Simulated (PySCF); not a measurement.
# Which determinant of BeSb⁺ lies lowest?

Unrestricted PBE0; Be x2c-SVPall, Sb x2c-SVPall; spin-free X2C with a Gaussian nucleus (PySCF 2.14). Outer shells of the fragments: Be 2s2; Sb+ 4d10 5s2 5p2.

Followed along the bond (rough minima from three points):

```tsv
2Ms+1	unpaired	⟨S²⟩ at the start	R at minimum (Å)	Te (eV)
3	π ↑↑	2.01	2.36	0.00
1	π ↑↓	1.01	2.34	0.28
1	none	0.00	none in the scan	≤ 1.10
3	σ ↑, π ↑	2.00	none in the scan	≤ 1.27
1	σ ↓, π ↑	1.00	none in the scan	≤ 1.34
```

Solutions found at the starting distance of 2.425 Å, counted from the lowest of them; the search is not exhaustive and high or unbound solutions are not listed, so other states can lie among these:

```
2Ms+1    unpaired   term  E (eV)  ⟨S²⟩  ⟨Lz²⟩  μ (D)
    3        π ↑↑    ³Σ⁻    0.00  2.01   0.00  -7.20
    1        π ↑↓  mixed    0.29  1.01   2.01  -7.15
    1        none  mixed    1.10  0.00   2.00  -6.88
    3    σ ↑, π ↑     ³Π    1.36  2.00   1.00  -2.08
    1    σ ↓, π ↑  mixed    1.43  1.00   1.00  -2.10
    3  σ ↑↑, π ↑↓  mixed    2.53  3.01   2.01  -2.66
    3    σ ↑, π ↑     ³Π    2.58  2.05   1.06  -7.09
    1  σ ↓↓, π ↑↑  mixed    2.59  2.01   0.00  -2.83
    1    σ ↓, π ↑  mixed    2.84  1.19   1.00  -7.00
    3        π ↑↑  mixed    3.45  2.02   2.00  -3.83
```

A term symbol is given only where ⟨S²⟩ and ⟨Lz²⟩ are close to those of a pure state; real π, δ and φ orbitals otherwise mix terms. A positive dipole points towards Sb; it is taken about the centre of mass and depends on that origin.

Spin–orbit coupling is left out. Counting both spins, an empty level lies below a filled one in some of these solutions, because spin and occupation are held.
